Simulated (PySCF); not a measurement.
# Reading the logs of faulty runs: AlBClH4Si cation

These are calculations, not measurements. The program is PySCF 2.14.0, an open-source quantum chemistry code, run on an isolated molecule that a program drew, which may never have been made. The molecule is AlBClH4Si cation (charge +1, singlet), drawn as the SMILES string `[AlH2][B]([SiH2+])Cl`.

Each row is a Hartree-Fock (HF) and frozen-core CCSD(T) single point in the cc-pV(D+d)Z basis, meant for a local HF minimum. Run 1 is clean. Each other run has one planted mistake out of seven kinds, and not every kind appears here: one electron removed, one electron added, multiplicity raised by two, geometry at a saddle point, minimal basis STO-3G, one bond length entered in bohr, all coordinates scaled. The reference is restricted for singlets and unrestricted otherwise, and also for a bond in bohr. Adding or removing an electron swaps singlet and doublet. Electrons count all cores. HOMO and LUMO are orbital energies over both spins, the gradient is its largest component, and the lowest frequency (negative if imaginary) is given only where the gradient is small. Bond lengths are over the 7 bonds as drawn. T1 is the CCSD diagnostic: over 0.02 (restricted) or 0.045 (unrestricted) a single reference is doubtful.

Geometry of the clean run:
```xyz
8
AlBClH4Si cation, angstrom
Al   -0.7116    2.9560    1.0096
B    -1.1384    1.0475   -0.0860
Si   -0.3162    0.6942   -1.8684
Cl   -2.2107   -0.0043    0.7777
H     0.5077    2.8796    1.9854
H    -1.7262    4.1085    0.7147
H    -0.8672    1.2765   -3.0990
H     1.0648    0.2110   -1.9966
```

```
run,electrons,basis functions,<S^2>,HOMO (eV),LUMO (eV),gradient (hartree/bohr),lowest frequency (cm^-1),mean bond (Å),longest bond (Å),T1,HF (hartree),CCSD(T) (hartree),mistake
1,52,103,0.000,-14.26,-5.62,6.4e-06,34,1.7190,2.242,0.0253,-1017.07671,-1017.50913,no fault
2,52,103,0.000,-14.24,-5.65,8.0e-03,-,1.7431,2.273,0.0255,-1017.07548,-1017.50816,all coordinates scaled
3,51,103,0.777,-20.65,-12.25,5.8e-02,-,1.7190,2.242,0.0273,-1016.59242,-1017.00517,one electron removed
4,52,103,2.024,-12.69,-6.72,3.7e-02,-,1.7190,2.242,0.0241,-1017.02486,-1017.44864,multiplicity raised by two
5,52,103,0.985,-14.83,-5.80,1.4e-02,-,1.9393,3.274,0.0220,-1016.96031,-1017.35357,?
6,53,103,0.771,-7.28,0.73,4.0e-02,-,1.7190,2.242,0.0176,-1017.31458,-1017.75536,?
```

**Which mistake was planted in run 5, and what did it cost?**

The mean bond changes by a factor of 1.128 and the longest by 1.460, so the molecule wasn't scaled as a whole. A length L in bohr read as angstrom grows by (1/0.5292 - 1) L = 0.890 L. The 7 bonds together grew by 7 x 0.2203 = 1.542 Å, which gives L = 1.733 Å. That is bond B2-Cl4, 1.733 Å in the clean geometry. So the mistake is: one bond length entered in bohr. Subtracting run 1 and multiplying by 627.51 kcal/mol a hartree, the energy moved by 73.0 kcal/mol in HF and 97.6 kcal/mol in CCSD(T).

**Which mistake was planted in run 6, and what did it cost?**

It counts 53 electrons, one more than the clean run, at the same geometry and basis. So the mistake is: one electron added. Subtracting run 1 and multiplying by 627.51 kcal/mol a hartree, the energy moved by -149.3 kcal/mol in HF and -154.5 kcal/mol in CCSD(T).

Cautions from the logs. Run 1: T1 is over the limit, so its CCSD(T) energy is less reliable; run 2: T1 is over the limit, so its CCSD(T) energy is less reliable.
